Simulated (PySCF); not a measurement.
## Spinor energies of Pt (platinum, neutral)

Start: [Xe] 4f14 5d9 6s1; 5d3/2 filled at m_j = -3/2, -1/2, +1/2, +3/2; 5d5/2 filled at m_j = -3/2, -1/2, +1/2, +3/2, +5/2; 6s1/2 filled at m_j = +1/2. Calculated with PySCF 2.14 in x2c-TZVPall-2c with one added diffuse shell each of s, p, d type (12s12p11d2f, 117 functions): generalised Hartree-Fock with the X2C-1e Hamiltonian and a Gaussian nucleus; one run each with spin-orbit coupling (SO) switched off, then screened by Boettger's factors.

| spinor shell | electrons | ε, spin-free (eV) | ε, screened SO (eV) | weight of nominal j (screened SO) | rms radius, screened SO (bohr) |
| --- | --- | --- | --- | --- | --- |
| 1s1/2 | 2 | -78831.7 | -78802.7 | 1.000 | 0.0194 |
| 2s1/2 | 2 | -13998.9 | -13989.7 | 1.000 | 0.0782 |
| 2p1/2 | 2 | -12142.3 | -13385.3 | 1.000 | 0.0663 |
| 2p3/2 | 4 | -12142.3 | -11650.7 | 1.000 | 0.0741 |
| 3s1/2 | 2 | -3355.6 | -3352.5 | 1.000 | 0.200 |
| 3p1/2 | 2 | -2806.1 | -3082.0 | 1.000 | 0.191 |
| 3p3/2 | 4 | -2806.1 | -2694.8 | 1.000 | 0.207 |
| 3d3/2 | 4 | -2201.3 | -2249.7 | 1.000 | 0.182 |
| 3d5/2 | 6 | -2201.3 | -2166.6 | 1.000 | 0.186 |
| 4s1/2 | 2 | -756.84 | -755.86 | 1.000 | 0.441 |
| 4p1/2 | 2 | -573.56 | -639.99 | 1.000 | 0.447 |
| 4p3/2 | 4 | -573.56 | -546.52 | 1.000 | 0.480 |
| 4d3/2 | 4 | -346.09 | -356.46 | 1.000 | 0.496 |
| 4d5/2 | 6 | -346.09 | -338.41 | 1.000 | 0.507 |
| 5s1/2 | 2 | -119.93 | -119.77 | 1.000 | 1.03 |
| 4f5/2 | 6 | -91.348 | -92.907 | 0.999 | 0.564 |
| 4f7/2 | 8 | -91.348 | -89.400 | 0.999 | 0.566 |
| 5p1/2 | 2 | -69.501 | -81.139 | 0.998 | 1.12 |
| 5p3/2 | 4 | -69.501 | -64.749 | 0.999 | 1.22 |
| 5d3/2 | 4 | -11.323 | -12.440 | 0.950 | 1.77 |
| 5d5/2 | 5 | -11.323 | -10.522 | 0.957 | 1.88 |
| 6s1/2 | 1 | -7.922 | -7.937 | 0.974 | 3.32 |

```json
{"quantity": "E (hartree)", "spin-free": "-18399.60758", "screened SO": "-18426.64348"}
{"quantity": "M_J", "spin-free": "3", "screened SO": "3"}
{"quantity": "⟨J²⟩", "spin-free": "12.023", "screened SO": "12.039"}
{"quantity": "⟨L²⟩", "spin-free": "6.021", "screened SO": "6.198"}
{"quantity": "⟨S²⟩", "spin-free": "2.002", "screened SO": "2.176"}
```

Each row is a mean over spinors that exchange with the open shell spreads, by up to 4.098 eV (5p3/2).

Breit and QED terms are absent; they matter most for the inner s and p1/2 levels.

Densities and radii are taken from the X2C orbitals without a picture-change correction, which distorts them close to the nucleus.

Without spin-orbit coupling the j labels of p, d and f shells carry no meaning; the spin-free column gives the mean over the occupied spinors of each nl shell.
